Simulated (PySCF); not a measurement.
**BiH and its ions**

r²SCAN; basis Bi cc-pVTZ-PP with ECP60, H cc-pVTZ; scalar-relativistic core potentials; PySCF 2.14. Neutral (UKS): triplet (π ↑↑), Re = 1.803 Å, ωe = 1792 cm⁻¹, De = 2.41 eV, HOMO -5.52 eV, LUMO -3.05 eV.

BiH⁺ (UKS): doublet (π ↑), Re = 1.794 Å, ωe = 1872 cm⁻¹. The energies at the minima are -215.30624 hartree for BiH and -214.98773 for BiH⁺.

(1) Work out the adiabatic ionisation energy, without and with harmonic zero-point energies (1 hartree = 27.2114 eV, 1 eV = 8065.5 cm⁻¹), and the change of the bond length.

Spin–orbit coupling is left out, which matters for elements this heavy, above all for dissociation energies. States were picked by a PBE0 search and need not be the measured ground states.

## Answers

(1) At r²SCAN: 0.31851 hartree = 8.667 eV between the minima; the zero-point term (1872.0 − 1792.0)/2 cm⁻¹ = +0.005 eV makes it 8.672 eV. Re changes by -0.9 pm against the neutral. The electron leaves a π orbital, which is non-bonding in a hydride.
